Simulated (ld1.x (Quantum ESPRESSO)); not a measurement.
**What one change does to a pseudopotential (Li, TM)**

- Element: Li (Z = 3)
- Generator: ld1.x (Quantum ESPRESSO) 7.5
- Type: norm-conserving Troullier–Martins (Kleinman–Bylander form)
- Functional: BLYP
- Relativity: non-relativistic
- Frozen core: none
- Valence charge: 3
- Reference configuration: 1s2 2s1 2p0
- Partial waves: 2p (bound, empty): rc 4.20 bohr; 1s (bound): rc 0.55 bohr
- Local potential: the s channel
- Core correction: none

Occupied shells without a wave of their own: 2s. They enter only through the test configuration that unscreens the potential.

Change: functional LDA (PZ).

Cutoffs: the cutoffs (Ry, on a coarse ladder) from which the occupation-weighted sum of valence levels, in a spherical-Bessel basis at the reference potential, stays within 10 and 1 mRy of its value at 400 Ry; they do not see the model core or the augmentation charge, which bear on the density cutoff. Errors are all-electron minus pseudo energies relative to the spin-unpolarised reference configuration.

Question: How do hardness, ghosts and transferability respond?

Answer: The number of tests with a reliable result goes from 4 to 6; of the 4 tests that both files solve, the error grows in 1 and shrinks in 2 by more than 15 % and 0.3 meV (median size 5.1 → 5.9 meV); neither file shows a bound ghost.

```tsv
quantity	base	changed
cutoff, loose	230 Ry	230 Ry
cutoff, tight	over 300 Ry	over 300 Ry
bound ghosts	none	none
error for 1s2 2s0 2p0, meV [ΔE 5.32 → 5.24 eV]	+6.9	+5.8
error for 1s2 2s0.5 2p0, meV [ΔE 2.01 → 2.04 eV]	+2.6	+2.2
error for 1s2 2s0 2p1, meV [ΔE 1.80 → 1.75 eV]	+3.4	+6.0
error for 1s1 2s1 2p0, meV [ΔE 68.70 → 67.37 eV]	+48	+42
s: phases at 4.57 bohr within 0.05 rad from the reference energy up to (Ry; the scan ends near 5)	3.3	3.3
p: phases at 4.57 bohr within 0.05 rad from the reference energy up to (Ry; the scan ends near 5)	0.6	0.6
```
